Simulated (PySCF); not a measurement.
Species: Ge(vinyl)2I2, C4H6GeI2.
SMILES: `C=[CH][Ge]([I])([I])[CH]=C`

A linear-response calculation (PySCF, def2-SVPD basis, gas phase, vertical, core orbitals frozen in the response) gave these numbers; the functional is withheld.

Orbital energies (eV): HOMO-3 -9.65, HOMO-2 -9.55, HOMO-1 -9.25, HOMO -9.13, LUMO -0.16, LUMO+1 0.63, LUMO+2 1.39.

| state | E (eV) | f | main configurations (H = HOMO, L = LUMO) |
| --- | --- | --- | --- |
| S1 | 4.75 | 0.033 | H→L (88%) |
| S2 | 4.78 | 0.015 | H-1→L (92%) |
| S3 | 5.08 | 0.010 | H-2→L (78%), H-2→L+1 (18%) |
| S4 | 5.18 | 0.022 | H-3→L (71%), H→L+1 (10%), H-3→L+1 (9%) |
| S5 | 5.92 | 0.018 | H→L+1 (59%), H-3→L (20%) |
| S6 | 6.06 | 0.0085 | H-2→L+1 (37%), H-1→L+1 (26%), H-5→L (14%) |

Triplets, Tamm–Dancoff:

```csv
state,E (eV),λ (nm),"main configurations (H = HOMO, L = LUMO)"
T1,4.25,291.6,"H-1→L (36%), H-4→L+2 (16%), H-5→L (13%)"
T2,4.28,289.9,H→L (70%)
T3,4.35,284.9,"H-5→L+2 (23%), H-4→L (21%), H→L (15%)"
T4,4.46,277.7,"H-1→L (52%), H-5→L (15%)"
```

Vertical ionisation energy by ΔSCF with the same functional: 9.28 eV. Mean static polarisability: 151.7 au.

Question: Which of these was used?
A. wB97X-D
B. PBE0
C. HF
D. PBE

Answer: A. wB97X-D is range-separated, 22% exact exchange at short range and 100% at long range (ω = 0.2 bohr⁻¹). In this run −ε(HOMO) = 9.13 eV differs from the ΔSCF value by -0.15 eV, and S1 differs from the orbital gap of 8.97 eV by -4.22 eV. The ratio −ε(HOMO)/IP is 0.98. Small neutral molecules mostly give 0.89 to 0.99 with wB97X-D, 0.5 to 0.7 with PBE, 0.7 to 0.83 with PBE0; Hartree–Fock can't fall below 1, since the ion's relaxation only lowers the ΔSCF value.

Computed, not measured: TDDFT wB97X-D/def2-SVPD, vertical, gas phase, core orbitals frozen in the response, def2 core potentials past Kr (PySCF 2.14.0, density-fitted response routines). Geometry: PBE0-D3(BJ)/def2-SVP, one conformer, isolated molecule. Spin–orbit coupling is left out.
